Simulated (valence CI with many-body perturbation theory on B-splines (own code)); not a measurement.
Values are calculated unless marked as measured or tabulated.
# Run record, Gd59+

Method: configuration interaction combined with many-body perturbation theory (CI+MBPT): three valence electrons over a frozen Dirac-Fock core [He], a basis of 11 s, 11 p, 9 d, 7 f, 5 g, 2 h, 1 i functions for each j, with the one-electron correlation potential Σ1 (screened to all orders), the two-electron term Σ2, the three-electron term Σ3, Breit, model QED; selected single and double excitations, second order for the rest (own B-spline code, finite nucleus).

Command, and the settings that its task file holds:

```sh
python run_cv.py task.json out
```

```
atom Gd  Z=64  mass_number=158  rms_radius_fm=5.1569
core [He]
valence 2s2 2p1
avg = 1
basis = L
breit = 1
cap = 40000
capref = 1200
cscale = 1
de = 0.0
dress = 0
eps = 2e-08
h = 0.27
hh = 1
l2 = 3
lcore = 6
maxit = 60
n2 = 5
natural = 1
nlev = 60
nno = [7, 7, 6, 5, 4, 2, 1]
nroot = 26
nsp = [4, 4, 3, 2, 1, 0, 0]
pt2 = 1
qed = 1
rpa = 1
s1 = 1
s2 = 1
s3 = 1
screen = 1
tol = 2e-05
```

(1) Roughly how long does this run take on one core of Arm Neoverse V1, and how much memory?

Log. The first blocks belong to the next ion, which gives the ionisation energy. Fields: 2J, parity (1 odd), roots, reference size, generating configurations, candidates as configurations/state functions, variational space P, stored matrix elements, Davidson steps; e2 is the range of second-order energies in hartree. The first line gives the box (bohr), its intervals, the orbitals and the steps of their self-consistent field. Window is the range of levels sought, series limit the energy at which the first omitted orbital would enter, core excitation an estimate of the first excitation out of the core, left out the lowest levels not solved, and shifts from estimates the range by which levels moved from their first estimate, all in cm⁻¹.

```
rmax 1.4 intervals 54 orbitals 81 references ['2s2 2p', '2s 2p2', '2p3'] scf 2 t 0.5
2J=0 par=0 roots 2 ref 18 generators 3 cand 364/364 P 357/357 nnz 0 it 0
2J=0 par=0 roots 2 ref 18 generators 3 cand 25/25 P 369/369 nnz 0 it 0
   second order: generators 3 cand 13/13 e2 -0.00000 -0.00000
2J=0 par=1 roots 2 ref 16 generators 3 cand 314/314 P 305/305 nnz 0 it 0
2J=0 par=1 roots 2 ref 16 generators 4 cand 25/25 P 319/319 nnz 0 it 0
   second order: generators 6 cand 11/11 e2 -0.00000 -0.00000
2J=2 par=1 roots 2 ref 41 generators 2 cand 828/828 P 764/764 nnz 0 it 0
2J=2 par=1 roots 2 ref 41 generators 2 cand 105/105 P 825/825 nnz 0 it 0
   second order: generators 2 cand 44/44 e2 -0.00000 -0.00000
reference levels 513, estimated 426, window 71144316 1/cm; series limit 92344313, core excitation 347697812
2J=1 par=1 roots 15 ref 48 generators 13 cand 6054/9070 P 5437/8000 nnz 5.9e+06 it 5
2J=1 par=1 roots 15 ref 48 generators 13 cand 2828/4267 P 6442/9603 nnz 8.4e+06 it 4
   second order: generators 15 cand 3385/4975 e2 -0.00001 -0.00000
2J=1 par=0 roots 16 ref 50 generators 15 cand 5989/8979 P 5363/7999 nnz 5.9e+06 it 5
2J=1 par=0 roots 16 ref 50 generators 15 cand 2939/4320 P 6569/9907 nnz 9e+06 it 4
   second order: generators 17 cand 2919/4001 e2 -0.00001 -0.00000
2J=3 par=1 roots 21 ref 72 generators 16 cand 8408/17002 P 4023/7999 nnz 6.6e+06 it 5
2J=3 par=1 roots 21 ref 72 generators 16 cand 6256/12714 P 7555/15717 nnz 2.3e+07 it 7
   second order: generators 17 cand 3677/6480 e2 -0.00001 -0.00000
2J=3 par=0 roots 19 ref 70 generators 13 cand 8425/16984 P 3996/7999 nnz 6.6e+06 it 4
2J=3 par=0 roots 19 ref 70 generators 14 cand 6255/12695 P 7503/15587 nnz 2.3e+07 it 5
   second order: generators 15 cand 3916/7825 e2 -0.00001 -0.00000
2J=5 par=0 roots 14 ref 66 generators 12 cand 9329/20919 P 3702/7999 nnz 6.9e+06 it 5
2J=5 par=0 roots 14 ref 66 generators 13 cand 7376/16625 P 7231/16653 nnz 2.7e+07 it 5
   second order: generators 15 cand 6457/16433 e2 -0.00001 -0.00000
2J=5 par=1 roots 13 ref 62 generators 9 cand 9322/20998 P 3708/7998 nnz 6.9e+06 it 5
2J=5 par=1 roots 13 ref 62 generators 10 cand 7391/16702 P 7206/16615 nnz 2.7e+07 it 7
   second order: generators 11 cand 5169/12056 e2 -0.00001 -0.00000
2J=7 par=1 roots 6 ref 43 generators 5 cand 7177/17867 P 3455/7999 nnz 7.8e+06 it 5
2J=7 par=1 roots 6 ref 43 generators 5 cand 5027/12640 P 5043/12291 nnz 1.8e+07 it 5
   second order: generators 6 cand 4789/13124 e2 -0.00001 -0.00001
2J=7 par=0 roots 5 ref 41 generators 5 cand 7183/17843 P 3394/8000 nnz 8.1e+06 it 5
2J=7 par=0 roots 5 ref 41 generators 5 cand 5015/12403 P 4787/11781 nnz 1.7e+07 it 5
   second order: generators 9 cand 7676/22083 e2 -0.00002 -0.00000
2J=9 par=1 roots 2 ref 20 generators 2 cand 4624/12551 P 2393/5390 nnz 3.6e+06 it 4
2J=9 par=1 roots 2 ref 20 generators 2 cand 3434/9681 P 3039/7246 nnz 6.7e+06 it 4
   second order: generators 3 cand 4981/13888 e2 -0.00001 -0.00001
2J=9 par=0 roots 2 ref 23 generators 2 cand 3200/8224 P 2494/5915 nnz 5.6e+06 it 4
2J=9 par=0 roots 2 ref 23 generators 2 cand 1950/4828 P 2907/6968 nnz 7.9e+06 it 4
   second order: generators 4 cand 3782/10152 e2 -0.00001 -0.00001
left out: unestimated 99563782, estimated 78995819, shifts from estimates -22 to 59
operators 0.2
```

The Davidson iterations converged.

No measured spectrum was set against this ion. As an estimate, large intervals hold to a few tenths of a per cent, small ones and those within an open d or f shell to about a per cent.

```
Valence energy                            : -1532.222 hartree
Ionisation energy                         : 13515 eV (NIST: 13521 ± 7 eV (theoretical))
Reference configurations for the orbitals : 2s2 2p, 2s 2p2, 2p3
Radial orbitals                           : 81
Box radius                                : 1.405 bohr
Largest variational space                 : 16653
Lowest levels                             : (2s^2 2p1/2) J=1/2 0.0, (2s 2p1/2^2) J=1/2 212.9, (2s^2 2p3/2) J=3/2 759.7, (2s 2p1/2 2p3/2) J=3/2 [a] 908.5, (2s 2p1/2 2p3/2) J=5/2 945.4, (2s 2p1/2 2p3/2) J=1/2 1005.3, (2s 2p1/2 2p3/2) J=3/2 [b] 1006.9, (2p1/2^2 2p3/2) J=3/2 1230.4, (2s 2p3/2^2) J=5/2 1686.1, (2s 2p3/2^2) J=1/2 1776.9, (2s 2p3/2^2) J=3/2 1777.8, (2p1/2 2p3/2^2) J=3/2 1949.8, (2p1/2 2p3/2^2) J=5/2 1971.6, (2p1/2 2p3/2^2) J=1/2 2019.0 eV
```

Levels are named by their leading jj configuration (3d3/2^4 stands for four electrons in 3d with j = 3/2), which in mixed levels can hold well under half, so a name can repeat and another be missing. Letters in brackets count levels of one name in rising energy.

Answers

(1) 120 s on 1 thread of Arm Neoverse V1 (shared host), peak memory 0.7 GiB.
